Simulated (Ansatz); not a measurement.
A nudged elastic band was laid between two geometries of AlFH$_{4}$O$_{2}$ (8 atoms, charge 0, multiplicity 1).

Method: Ansatz, RKS PBE/def2-SVP.

* movable images: 7
* climbing image: yes
* spring: 5.0 eV/Å²
* optimiser: quadratic models (default)
* start path: through a guess of the saddle point
* force threshold: 0.05 eV/Å
* iteration limit: 60
* end points: relaxed

First end point:

```xyz
8
Properties=species:S:1:pos:R:3
Al -0.182 -0.128 0.305
H -0.540 -0.953 1.617
O 1.508 0.081 -0.174
H 1.862 -0.182 -1.038
F -1.309 -0.097 -0.952
O 0.069 1.753 0.939
H 1.003 1.670 0.574
H 0.141 1.872 1.907
```

Last end point:

```xyz
8
Properties=species:S:1:pos:R:3
Al 0.151 0.583 -0.061
H -0.457 -0.475 1.814
O 1.682 -0.097 -0.413
H 1.764 -0.916 -0.926
F -1.250 -0.169 -0.592
O 0.041 2.160 0.601
H 0.833 2.712 0.692
H -0.212 0.218 2.062
```

Task: What changes between the two ends?

Result: Bonds broken: Al1–H2, O6–H8. Bonds formed: H2–H8. AlFH4O2 becomes AlFH2O2 + H2.

Task: What energy profile does the band end with?

Result: The forces met the threshold. The highest image is number 5 of 0 to 8, 0.67 eV above the first end and 0.63 eV above the last; the last end lies 0.04 eV above the first. A vibrational analysis at the climbing image gives one clearly imaginary mode, 990i cm⁻¹: a first-order saddle point. The orbitals stay closed-shell, which can raise the energy where a bond breaks towards radicals; this wasn't checked here.

```tsv
image	path coordinate (Å)	energy (eV)	Al1–H2 (Å)	O6–H8 (Å)	H2–H8 (Å)
0	0.00	0.00	1.59	0.98	2.92
1	0.40	0.02	1.60	0.98	2.70
2	0.80	0.08	1.60	0.98	2.42
3	1.21	0.18	1.61	0.99	2.02
4	1.61	0.37	1.65	1.02	1.54
5	2.01	0.67	1.77	1.26	1.07
6	2.45	0.29	2.01	1.73	0.82
7	2.90	0.07	2.24	2.16	0.78
8	3.34	0.04	2.24	2.44	0.78
```

Task: What is the geometry of the highest image?

Result: 
```xyz
8
Properties=species:S:1:pos:R:3
Al 0.039 0.209 0.070
H -0.279 -0.212 1.761
O 1.642 -0.145 -0.412
H 1.869 -0.736 -1.145
F -1.298 -0.141 -0.881
O -0.041 1.833 0.961
H 0.777 2.356 1.077
H -0.159 0.853 1.747
```

Task: What are the harmonic wavenumbers there?

Result: 990i, 164, 213, 238, 310, 364, 484, 566, 664, 712, 807, 924, 1027, 1340, 1710, 1871, 3706, 3836 cm⁻¹.

Time of the run: 3.3 min on 1 thread of Arm Neoverse V2 (shared host), peak memory 0.14 GiB.
